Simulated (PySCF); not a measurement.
Ga(Cl)(Me)(OH) (CH₄ClGaO), SMILES [CH3][Ga]([OH])[Cl].

Geometry optimised at TPSSh-D3(BJ)/def2-SVP. The structure was generated by enumeration; whether it is a known compound was not checked. The values are those of a single conformer.

Method: PySCF with PBE/def2-TZVP.

Isolated molecule, no solvent.

Question: Estimate the frontier levels, gap, dipole moment and polarisability. (An estimate is asked for; the answer gives what the named calculation found.)

Answer: 
```
Quantity                                                                                                       Result
---------------------------------------------------------------------------------------------  ----------------------
highest occupied level                                                                                       -7.22 eV
lowest empty level                                                                                           -1.40 eV
orbital gap                                                                                                   5.82 eV
dipole moment                                                                                                  1.36 D
quadrupole, principal values (traceless, Buckingham form, about the centre of nuclear charge)   -9.59, 3.07, 6.52 D·Å
mean static polarisability                                                                       56.5 bohr³ (8.37 Å³)
polarisability, principal values                                                               42.0, 58.4, 68.9 bohr³
```
